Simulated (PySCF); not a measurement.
C3H9GaO, singlet, geometry from GFN2-xTB (such geometries of metal compounds can be far from the true shape); CASSCF(4,4)/STO-3G (PySCF).

The PySCF input:
```python
from pyscf import gto, scf, mcscf
import numpy

mol = gto.Mole()
mol.atom = '''
    Ga   -0.05320581    0.95165929    1.08513758
    H     0.50966401    0.22667199    2.34310892
    H    -0.49427675    2.42184539    1.03047898
    O    -0.30021691    0.24496587   -0.44680711
    C    -0.20555010   -0.83111506   -1.35537013
    C    -0.61197671   -2.13671437   -0.67719410
    C     1.21469007   -0.92084483   -1.90695365
    H    -0.90104310   -0.61858522   -2.18030543
    H     0.07291816   -2.34098685    0.14635473
    H    -0.58388011   -2.96112086   -1.38522733
    H    -1.62026957   -2.04351016   -0.27665152
    H     1.49105352    0.02468554   -2.36860267
    H     1.90707396   -1.12448481   -1.08990416
    H     1.28689548   -1.71363468   -2.64695252
'''
mol.basis = 'sto-3g'
mol.verbose = 4
mol.build()

mf = scf.RHF(mol)
mf.kernel()
mc = mcscf.CASSCF(mf, 4, 4)
mc.fix_spin_(ss=0.0)
mc.kernel()
occ = numpy.linalg.eigvalsh(mc.fcisolver.make_rdm1(mc.ci, mc.ncas, mc.nelecas))[::-1]
ss = mc.fcisolver.spin_square(mc.ci, mc.ncas, mc.nelecas)[0]
print('natural occupations', occ.round(4), ' <S^2>', round(ss, 4))
```

### Question
Predict the main parts of the log of this PySCF run.

### Answer

```
PySCF version 2.14.0

[INPUT] verbose = 4
[INPUT] num. atoms = 14
[INPUT] num. electrons = 66
[INPUT] charge = 0
[INPUT] spin (= nelec alpha-beta = 2S) = 0
[INPUT] symmetry False subgroup None
[INPUT] Mole.unit = angstrom
[INPUT] Symbol           X                Y                Z      unit          X                Y                Z       unit  Magmom
[...]
nuclear repulsion = 348.643656870279
number of shells = 29
number of NR pGTOs = 141
number of NR cGTOs = 47
basis = sto-3g
ecp = {}

******** <class 'pyscf.scf.hf.RHF'> ********
method = RHF
initial guess = minao
damping factor = 0
level_shift factor = 0
DIIS = <class 'pyscf.scf.diis.CDIIS'>
diis_start_cycle = 1
diis_space = 8
diis_damp = 0
SCF conv_tol = 1e-09
SCF conv_tol_grad = None
SCF max_cycles = 50
direct_scf = True
direct_scf_tol = 1e-13
Set gradient conv threshold to 3.16228e-05
Initial guess from minao.
init E= -2090.34951378143
[...]
cycle= 1 E= -2092.01936013813  delta_E= -1.67  |g|= 0.64  |ddm|= 4.22
[...]
cycle= 2 E= -2092.17940833588  delta_E= -0.16  |g|= 0.251  |ddm|= 1.36
[...]
cycle= 3 E= -2092.20010036498  delta_E= -0.0207  |g|= 0.064  |ddm|= 0.411
[...]
cycle= 4 E= -2092.20176605076  delta_E= -0.00167  |g|= 0.016  |ddm|=  0.1
[...]
cycle= 5 E= -2092.20201846131  delta_E= -0.000252  |g|= 0.00616  |ddm|= 0.053
[...]
cycle= 6 E= -2092.20207677286  delta_E= -5.83e-05  |g|= 0.00318  |ddm|= 0.0262
[...]
cycle= 7 E= -2092.20210091344  delta_E= -2.41e-05  |g|= 0.00155  |ddm|= 0.0206
[...]
cycle= 8 E= -2092.20210856072  delta_E= -7.65e-06  |g|= 0.000749  |ddm|= 0.012
[...]
cycle= 9 E= -2092.20211053872  delta_E= -1.98e-06  |g|= 0.000338  |ddm|= 0.00661
[...]
cycle= 10 E= -2092.20211092797  delta_E= -3.89e-07  |g|= 8.62e-05  |ddm|= 0.00372
[...]
cycle= 11 E= -2092.20211094321  delta_E= -1.52e-08  |g|= 3.32e-05  |ddm|= 0.000654
[...]
cycle= 12 E= -2092.20211094551  delta_E= -2.3e-09  |g|= 1.93e-05  |ddm|= 0.000184
[...]
cycle= 13 E= -2092.20211094687  delta_E= -1.36e-09  |g|= 1.23e-05  |ddm|= 0.000145
[...]
cycle= 14 E= -2092.20211094768  delta_E= -8.13e-10  |g|= 6.16e-06  |ddm|= 0.000152
[...]
Extra cycle  E= -2092.20211094773  delta_E= -4.59e-11  |g|= 4.89e-06  |ddm|= 1.93e-05
converged SCF energy = -2092.20211094773

******** <class 'pyscf.mcscf.mc1step.CASSCF'> ********
CAS (2e+2e, 4o), ncore = 31, nvir = 12
max_cycle_macro = 50
max_cycle_micro = 4
conv_tol = 1e-07
conv_tol_grad = None
orbital rotation max_stepsize = 0.02
orbital rotation threshold for CI restart = 0.01
[...]
CASCI E = -2092.20277970009  S^2 = 0.0000000
[...]
macro iter  40 ( 21 JK    4 micro), CASSCF E = -2092.23866065707  dE = -3.52728239e-06  S^2 = 0.0000000
               |grad[o]|=0.00326  |grad[c]|=0.00632  |ddm|=0.00331  |maxRot[o]|=0.00144
macro iter  41 (  7 JK    2 micro), CASSCF E = -2092.23904150729  dE = -3.80850218e-04  S^2 = 0.0000000
               |grad[o]|=0.00323  |grad[c]|=0.00364  |ddm|=0.00412  |maxRot[o]|=0.0475
macro iter  42 (  5 JK    2 micro), CASSCF E = -2092.23916515753  dE = -1.23650244e-04  S^2 = 0.0000000
               |grad[o]|=0.00246  |grad[c]|=0.00161  |ddm|=0.0019  |maxRot[o]|=0.0247
macro iter  43 (  9 JK    3 micro), CASSCF E = -2092.23889584308  dE =  2.69314456e-04  S^2 = 0.0000000
               |grad[o]|=0.00207  |grad[c]|=0.00256  |ddm|=0.00368  |maxRot[o]|=0.0459
macro iter  44 ( 21 JK    4 micro), CASSCF E = -2092.23890707662  dE = -1.12335429e-05  S^2 = 0.0000000
               |grad[o]|=0.00292  |grad[c]|=0.00356  |ddm|=0.00104  |maxRot[o]|=0.00537
macro iter  45 (  7 JK    2 micro), CASSCF E = -2092.23913440284  dE = -2.27326218e-04  S^2 = 0.0000000
               |grad[o]|=0.00253  |grad[c]|=0.0019  |ddm|=0.00228  |maxRot[o]|=0.0365
macro iter  46 (  5 JK    2 micro), CASSCF E = -2092.23920630442  dE = -7.19015798e-05  S^2 = 0.0000000
               |grad[o]|=0.00156  |grad[c]|=0.00121  |ddm|=0.00145  |maxRot[o]|=0.0208
macro iter  47 ( 11 JK    4 micro), CASSCF E = -2092.23886520957  dE =  3.41094845e-04  S^2 = 0.0000000
               |grad[o]|=0.00131  |grad[c]|=0.0101  |ddm|=0.00828  |maxRot[o]|=0.0629
macro iter  48 ( 21 JK    4 micro), CASSCF E = -2092.23886547043  dE = -2.60858542e-07  S^2 = 0.0000000
               |grad[o]|=0.00319  |grad[c]|=0.00331  |ddm|=0.00137  |maxRot[o]|=0.00116
macro iter  49 (  7 JK    2 micro), CASSCF E = -2092.23910502570  dE = -2.39555266e-04  S^2 = 0.0000000
               |grad[o]|=0.00272  |grad[c]|=0.00174  |ddm|=0.00261  |maxRot[o]|=0.0353
macro iter  50 (  5 JK    2 micro), CASSCF E = -2092.23919142012  dE = -8.63944260e-05  S^2 = 0.0000000
               |grad[o]|=0.00167  |grad[c]|=0.00125  |ddm|=0.00136  |maxRot[o]|=0.0213
1-step CASSCF not converged,  50 macro (633 JK 152 micro) steps
CASSCF canonicalization
Density matrix diagonal elements [1.95062142 1.96985806 0.04940536 0.03011517]
CASSCF energy = -2092.23919142012
CASCI E = -2092.23919142012  E(CI) = -5.23341124268973  S^2 = 0.0000000
natural occupations [1.9738 1.9521 0.0475 0.0267]  <S^2> 0.0
```

Convergence was not reached.
